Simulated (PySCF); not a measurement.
## Telling isomers of C7H11BO2 apart by NMR

How the numbers were obtained: PBE0-D3(BJ)/def2-SVP geometry, GIAO PBE0/pcSseg-1 shieldings, in PySCF 2.14 (single conformer, isolated molecule, no relativistic terms, fast rotation and ring inversion assumed for equivalent nuclei).

Scale: ¹H and ¹³C vs TMS (reference shieldings calculated alike). Where no couplings were computed, multiplicities follow the n + 1 count of equivalent neighbours, and m marks all less simple cases (inequivalent or close neighbours, rings, F or P nearby). Couplings to H on boron are left out. Carbons bonded to boron are broad in practice. Shifts are as computed. Against solution values, carbons near 30 ppm lie about +2 ppm off and those near 130 ppm about +5 ppm. Of 1309 compounds with measured shifts, 239 miss one by over three times the rms of a fit or turn the order of signals round; such compounds aren't used in these exercises. OH and NH positions are gas-phase values without hydrogen bonding to other molecules.

(1) Tabulate the signals of `C[C@H]1C=CCC(B(O)O)=C1`, `C=C(C)/C=C/[C@@H]1COBO1` and their relative energies.

(2) What is the quickest way to tell C[C@H]1C=CCC(B(O)O)=C1 from C=C(C)/C=C/[C@@H]1COBO1?

Answers

(1) 
```json
{"SMILES": "C[C@H]1C=CCC(B(O)O)=C1", "carbon types": "1×C 4×CH 1×CH2 1×CH3", "δC": "155.6, 138.6, 130.7, 129.8, 34.5, 29.2, 23.7", "δH": "6.98 (d, 1H), 5.83 (m, 1H), 5.82 (m, 1H), 3.67 (br s, 2H), 2.83 (m, 1H), 2.58 (m, 1H), 2.53 (m, 1H), 1.08 (d, 3H)", "E rel. (kcal/mol)": "0.0"}
{"SMILES": "C=C(C)/C=C/[C@@H]1COBO1", "carbon types": "1×C 3×CH 2×CH2 1×CH3", "δC": "148.8, 143.0, 137.5, 127.6, 81.0, 73.6, 20.4", "δH": "6.23 (d, 1H), 5.57 (m, 1H), 5.41 (m, 1H), 5.31 (m, 1H), 4.62 (m, 1H), 4.24 (m, 1H), 4.16 (br, 1H), 3.70 (m, 1H), 1.90 (s, 3H)", "E rel. (kcal/mol)": "30.6"}
```

Energies are electronic energies at PBE0/pcSseg-1 on these geometries, without zero-point or thermal terms, each for the one conformer computed, which needn't be the lowest.

(2) Both give the same number of carbon signals, but DEPT or the intensities differ. The first has an allylic sp3 CH at 34.5 ppm, the second a terminal =CH2 carbon at 127.6 ppm. Their most deshielded carbons lie at 155.6 and 148.8 ppm. In the proton spectra the most deshielded non-exchanging signals are 6.98 (d, 1H) and 6.23 (d, 1H).
